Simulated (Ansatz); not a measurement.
Cost and result up the ladder for CuF2 (3 atoms). Total charge 0; doublet. Geometry: PBE-D4/def2-TZVP.

```tsv
atom	x (Å)	y (Å)	z (Å)
Cu1	0.000	0.000	0.000
F2	0.600	1.353	-0.911
F3	-0.600	-1.353	0.911
```

Ansatz on 4 threads of Arm Neoverse V1 on a shared host. Times are rough, and most runs start from the orbitals of an earlier one. ωB97X-V/def2-TZVP serves as the yardstick here, not as an exact answer. Differences are given only for rows in sets of like size (and for xTB, whose basis is part of the method), since another set adds its own error. Binding counts from free atoms at the same level (Cu doublet, F doublet; other spins of the atoms weren't run), without zero-point energy or a counterpoise term.

The 6-31G sets use Cartesian d functions. B3LYP takes the VWN-RPA correlation. Correlated methods freeze 11 core orbitals. HOMO above LUMO, or a gap near zero within one spin, warns that the state may not be the lowest or that an electron is smeared out. No other spin state of charge 0 was run.

Run but left out: LDA (SPW92)/def2-TZVP (an occupied level 0.21 eV above an empty one); HF/STO-3G (⟨S²⟩ 1.57, where a pure state has 0.75).

Correlated methods converge slowly with the basis.

```json
{"level": "HF/6-31G", "functions": "47", "wall time": "0.3 s", "binding energy per atom (eV)": "2.68", "difference from ωB97X-V/def2-TZVP (eV)": "–", "remarks": "–"}
{"level": "MP2/def2-TZVP", "functions": "107", "wall time": "0.9 s", "binding energy per atom (eV)": "2.43", "difference from ωB97X-V/def2-TZVP (eV)": "-0.13", "remarks": "–"}
{"level": "HF/def2-TZVP", "functions": "107", "wall time": "1.5 s", "binding energy per atom (eV)": "2.02", "difference from ωB97X-V/def2-TZVP (eV)": "-0.55", "remarks": "–"}
{"level": "PBE0-D4/def2-SVP", "functions": "59", "wall time": "2 s", "binding energy per atom (eV)": "2.51", "difference from ωB97X-V/def2-TZVP (eV)": "–", "remarks": "–"}
{"level": "B3LYP-D4/def2-TZVP", "functions": "107", "wall time": "3.5 s", "binding energy per atom (eV)": "2.47", "difference from ωB97X-V/def2-TZVP (eV)": "-0.09", "remarks": "–"}
{"level": "BHLYP-D4/def2-TZVP", "functions": "107", "wall time": "3.5 s", "binding energy per atom (eV)": "2.40", "difference from ωB97X-V/def2-TZVP (eV)": "-0.17", "remarks": "–"}
{"level": "PBE-D4/def2-SVP", "functions": "59", "wall time": "3.8 s", "binding energy per atom (eV)": "2.85", "difference from ωB97X-V/def2-TZVP (eV)": "–", "remarks": "gap within one spin near zero"}
{"level": "CAM-B3LYP-D4/def2-TZVP", "functions": "107", "wall time": "3.9 s", "binding energy per atom (eV)": "2.56", "difference from ωB97X-V/def2-TZVP (eV)": "-0.01", "remarks": "–"}
{"level": "r2SCAN0-D4/def2-TZVP", "functions": "107", "wall time": "7 s", "binding energy per atom (eV)": "2.50", "difference from ωB97X-V/def2-TZVP (eV)": "-0.07", "remarks": "–"}
{"level": "PBE-D4/def2-TZVP", "functions": "107", "wall time": "7 s", "binding energy per atom (eV)": "2.68", "difference from ωB97X-V/def2-TZVP (eV)": "0.12", "remarks": "gap within one spin near zero"}
{"level": "PBE0-D4/def2-TZVP", "functions": "107", "wall time": "7.5 s", "binding energy per atom (eV)": "2.48", "difference from ωB97X-V/def2-TZVP (eV)": "-0.09", "remarks": "–"}
{"level": "ωB97X-V/def2-TZVP (with forces)", "functions": "107", "wall time": "12 s", "binding energy per atom (eV)": "2.57", "difference from ωB97X-V/def2-TZVP (eV)": "0.00", "remarks": "–"}
{"level": "RPA@PBE/def2-TZVP", "functions": "107", "wall time": "17 s", "binding energy per atom (eV)": "2.29", "difference from ωB97X-V/def2-TZVP (eV)": "-0.27", "remarks": "–"}
{"level": "r2SCAN-D4/def2-TZVP", "functions": "107", "wall time": "41 s", "binding energy per atom (eV)": "2.64", "difference from ωB97X-V/def2-TZVP (eV)": "0.07", "remarks": "–"}
```
